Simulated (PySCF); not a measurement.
ClHSZn. Atoms are numbered in the order given.

```xyz
4

Zn    -0.0100    -0.0165     0.0000
Cl     0.0108    -2.1277     0.0000
S     -0.0721     2.1506     0.0000
H      1.2696     2.2572     0.0000
```

Geometry: B3LYP-D3(BJ)/def2-TZVP. Other conformers were not sampled.

Method: TDDFT-M06-2X/def2-SVPD run with PySCF.

Vertical excitations.  State labels are in the subgroup Cs.

Question: List the lowest excited states. (The exact figures need the calculation; the answer reports its results.)

Answer: 
```json
[
 {"state": "S1", "symmetry": "A\"", "energy (eV)": "4.98", "λ (nm)": "249", "f": "0.026", "main pairs": "HOMO→LUMO 95 %"},
 {"state": "S2", "symmetry": "A\"", "energy (eV)": "5.63", "λ (nm)": "220", "f": "0.001", "main pairs": "HOMO→LUMO+1 93 %"},
 {"state": "S3", "symmetry": "A'", "energy (eV)": "6.27", "λ (nm)": "198", "f": "0.001", "main pairs": "HOMO→LUMO+2 69 %, HOMO−1→LUMO 28 %"},
 {"state": "S4", "symmetry": "A'", "energy (eV)": "6.50", "λ (nm)": "191", "f": "0.028", "main pairs": "HOMO−2→LUMO 86 %"},
 {"state": "S5", "symmetry": "A\"", "energy (eV)": "6.51", "λ (nm)": "190", "f": "0.043", "main pairs": "HOMO−3→LUMO 42 %, HOMO→LUMO+4 27 %, HOMO→LUMO+3 21 %"},
 {"state": "S6", "symmetry": "A\"", "energy (eV)": "6.57", "λ (nm)": "189", "f": "0.009", "main pairs": "HOMO−3→LUMO 52 %, HOMO→LUMO+4 24 %, HOMO→LUMO+3 12 %"},
 {"state": "S7", "symmetry": "A'", "energy (eV)": "7.02", "λ (nm)": "177", "f": "0.208", "main pairs": "HOMO−1→LUMO+1 47 %, HOMO−1→LUMO 32 %, HOMO→LUMO+2 10 %"},
 {"state": "S8", "symmetry": "A\"", "energy (eV)": "7.25", "λ (nm)": "171", "f": "0.000", "main pairs": "HOMO−3→LUMO+1 96 %"},
 {"state": "S9", "symmetry": "A'", "energy (eV)": "7.31", "λ (nm)": "170", "f": "0.124", "main pairs": "HOMO−2→LUMO+1 42 %, HOMO−1→LUMO+1 31 %, HOMO−1→LUMO 11 %"},
 {"state": "S10", "symmetry": "A'", "energy (eV)": "7.46", "λ (nm)": "166", "f": "0.276", "main pairs": "HOMO−2→LUMO+1 36 %, HOMO−1→LUMO+1 17 %, HOMO−3→LUMO+2 15 %, HOMO−1→LUMO 15 %"},
 {"state": "T1", "symmetry": "A\"", "energy (eV)": "4.70", "λ (nm)": "264", "f": "0", "main pairs": "HOMO→LUMO 94 %"},
 {"state": "T2", "symmetry": "A\"", "energy (eV)": "5.48", "λ (nm)": "226", "f": "0", "main pairs": "HOMO→LUMO+1 84 %"},
 {"state": "T3", "symmetry": "A'", "energy (eV)": "5.75", "λ (nm)": "216", "f": "0", "main pairs": "HOMO→LUMO+2 49 %, HOMO−1→LUMO 41 %"},
 {"state": "T4", "symmetry": "A'", "energy (eV)": "6.03", "λ (nm)": "206", "f": "0", "main pairs": "HOMO−1→LUMO 49 %, HOMO→LUMO+2 46 %"}
]
```
Triplets are in the Tamm–Dancoff approximation, which puts them higher than full response would, so one can lie above its singlet here.
